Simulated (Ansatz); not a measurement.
Ansatz results at the PBE0-D4/def2-TZVP geometry: LUMO energy (PBE0/def2-TZVPP) 0.02 eV; vertical ionisation energy (CCSD(T)/def2-TZVPP) 8.96 eV; size of the dipole moment (ωB97M-V/def2-TZVPP) 0.83 D.

Each molecule was computed in one conformer, which needn't be the lowest.

Q: Which molecule gave them?
A. `C[CH2][Zn][SH]`
B. `C[S][ZnH]`
C. `[Cl][Zn][Br]`
D. `[CH3][Zn][NH2]`

A: D. The others give `C[CH2][Zn][SH]`: -0.44, 9.33, 1.85; `C[S][ZnH]`: -0.89, 8.86, 1.39; `[Cl][Zn][Br]`: -1.71, 11.14, 0.24.
